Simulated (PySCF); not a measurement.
Predicted microwave data (PBE0/pcSseg-1 in PySCF (dipole) on a GFN2-xTB geometry, gas phase) for one isomer of C7H13NSi:

```
Rotational constants : A = 2503, B = 947.1, C = 791.4 MHz
Dipole components    : |μa| = 1.83 D, |μb| = 0.01 D, |μc| = 0.11 D
Inertial defect      : -96.91 u·Å²
κ                    : -0.82
```

Problem. Which structure is it? (One computed conformer of each.)
A. `[CH:1]#[C:2][C@@H:3]1[CH2:4][Si@@H:5]([NH2:6])[CH2:7][C@@H:8]1[CH3:9]` with C4–Si5–N6–H 162° and -63°, C2–C3–C4–Si5 -160°, C3–C4–Si5–N6 -102°, C4–Si5–C7–C8 17°, Si5–C7–C8–C9 82°
B. `[H]/[N:5]=[C:4](/[CH2:3][CH2:2][CH3:1])[CH2:6][C:7]#[C:8][SiH3:9]` with C1–C2–C3–C4 65°, C2–C3–C4–N5 -116°, C3–C4–C6–C7 -97°
C. `[CH2:1]=[CH:2][CH2:3][N:4]([SiH3:5])[CH2:6][C:7]1=[CH:8][CH2:9]1` with C1–C2–C3–N4 -92°, C2–C3–N4–Si5 84°, C3–N4–C6–C7 77°, N4–C6–C7–C8 -139°
D. `[H]/[N:1]=[CH:2]\[CH:3]=[C:4]1\[CH2:5][CH2:6][CH2:7][SiH2:8][CH2:9]1` with N1–C2–C3–C4 178°, C3–C4–C5–C6 99°, C4–C5–C6–C7 67°, C5–C6–C7–Si8 -55°, C6–C7–Si8–C9 44°
E. `[CH2:1]=[C:2]([CH3:3])[Si:4]1([NH2:5])[CH2:6][CH:7]=[CH:8][CH2:9]1` with C1–C2–Si4–N5 10°, C2–Si4–N5–H -174° and 49°
F. `[CH2:1]=[C:2]([SiH3:3])/[CH:4]=[N:5]\[CH:6]1[CH2:7][CH2:8][CH2:9]1` with C1–C2–C4–N5 -59°, C4–N5–C6–C7 -149°, N5–C6–C7–C8 -129°, C6–C7–C8–C9 13°, C7–C8–C9–C6 -13°, N5–C6–C9–C8 128°

Solution. A. It is C#C[C@@H]1C[Si@@H](N)C[C@@H]1C, an asymmetric top, point group C1. The candidates at the same level (rigid rotor, commonest isotopes):

```tsv
SMILES	A (MHz)	B (MHz)	C (MHz)	μa (D)	μb (D)	μc (D)	Δ (u·Å²)	point group	rotor
C=CCN([SiH3])CC1=CC1	1589	1197	935.4	0.45	0.34	0.76	-199.86	C1	asymmetric top
[H]/N=C\C=C1\CCC[SiH2]C1	2395	841.5	711.9	3.53	1.59	0.59	-101.72	C1	asymmetric top
C#C[C@@H]1C[Si@@H](N)C[C@@H]1C	2503	947.1	791.4	1.83	0.01	0.11	-96.91	C1	asymmetric top
C=C(C)[Si]1(N)CC=CC1	2065	1074	907.3	0.10	0.44	0.87	-158.47	C1	asymmetric top
C=C([SiH3])/C=N\C1CCC1	3217	644.4	609.1	0.80	1.18	1.08	-111.63	C1	near-prolate asymmetric top
[H]/N=C(\CC#C[SiH3])CCC	1956	725.9	614.9	0.43	0.45	1.67	-132.64	C1	asymmetric top
```

`[H]/N=C(\CC#C[SiH3])CCC` has B 23 % too low; `[H]/N=C\C=C1\CCC[SiH2]C1` has B 11 % too low; `C=C([SiH3])/C=N\C1CCC1` has B 32 % too low; `C=C(C)[Si]1(N)CC=CC1` has A 18 % too low; `C=CCN([SiH3])CC1=CC1` has A 37 % too low. No structure here is proved a minimum.
